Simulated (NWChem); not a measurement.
System: SiI2ClF; SMILES F[Si](Cl)(I)I

The following NWChem deck was run.

```
start job
memory heap 200 mb stack 900 mb global 1100 mb
geometry units angstroms noautoz
  F      1.078963     1.932292     0.000000
  Si     0.706274     0.348850     0.000000
  Cl     2.477630    -0.696732     0.000000
  I     -0.570373    -0.126179     2.022268
  I     -0.570373    -0.126179    -2.022268
end
basis spherical
  * library def2-svp
end
ecp
  I library def2-ecp
end
dft
  xc xpbe96 cpbe96
  iterations 150
  mulliken
end
task dft energy
```

The geometry was optimised at PBE-D3(BJ)/def2-SVP. def2 effective core potentials on I; no spin-orbit coupling.

### Question
Predict the main results of this run. (PBE/def2-SVP with def2 effective core potentials on I.) Quantities: energy (Ha); highest occupied level (eV); orbital gap (eV); dipole (D).

### Answer
```
Property                       Result
---------------------------  --------
energy (Ha)                  -1444.35
highest occupied level (eV)     -6.80
orbital gap (eV)                 3.97
dipole (D)                       0.92
```
